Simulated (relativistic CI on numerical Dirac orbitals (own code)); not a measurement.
## What each ingredient does to the levels of Cr XXI

Base calculation: Dirac-Coulomb-Breit CI, separate exchange-only KLI orbitals for each configuration, QED by a radiative potential, unscaled Slater integrals.

Configuration list (outside the closed core 1s2): 2s2, 2s 2p, 2p2, 2p 3s, 2p 3p, 2s 3s, 2s 3p, 2s 3d, 2s 4s, 2s 4p, 2s 4d, 2s 4f, 3s2, 3s 3p, 3p2. Levels of other configurations are missing.

Variants: (1) configuration mixing switched off. Shifts of the energy above 2s2 1S_0, in eV, for the lowest level and the first level of each name with at least 55 % of one term (blank where a level changes its place among those of its configuration and J or its character, or is not in the variant):

| Level | Base | Δ(1) |
| --- | --- | --- |
| 2s2 1S_0 | 0.000 | 0.000 |
| 2s 2p 3P°_0 | 39.569 | -7.061 |
| 2s 2p 3P°_1 | 42.440 | -7.060 |
| 2s 2p 3P°_2 | 50.315 | -7.060 |
| 2s 2p 1P°_1 | 84.372 | -6.986 |
| 2p2 3P_0 | 107.641 | -7.521 |
| 2p2 3P_1 | 113.302 | -7.056 |
| 2p2 3P_2 | 117.860 | -6.978 |
| 2p2 1D_2 | 131.189 | -6.687 |
| 2p2 1S_0 | 157.175 | -13.389 |
| 2s 3s 3S_1 | 926.383 | -5.665 |
| 2s 3s 1S_0 | 934.111 | -4.474 |
| 2s 3p 3P°_1 | 945.820 | -6.325 |
| 2s 3p 3P°_0 | 945.836 | -6.881 |
| 2s 3p 1P°_1 | 948.489 | -3.907 |
| 2s 3p 3P°_2 | 948.952 | -6.910 |
| 2s 3d 3D_1 | 958.373 | -6.415 |
| 2s 3d 3D_2 | 958.768 | -6.505 |
| 2s 3d 3D_3 | 959.423 | -6.593 |
| 2s 3d 1D_2 | 966.877 | -6.576 |
| 2p 3s 3P°_0 | 976.439 | -7.218 |
| 2p 3s 3P°_1 | 978.242 | -8.055 |

At this charge energies of transitions that change n are usually good to better than 1 %, and those within a shell (Δn = 0) to a few per cent.

Ionisation energy from the two ground configurations alone: base 1627.44 eV. The NIST ASD value (semi-empirical) is 1634.1 eV.

LS names give the leading component of a level, which can be under half, so a name can repeat, a term be missing and a line seem to break the LS rules.
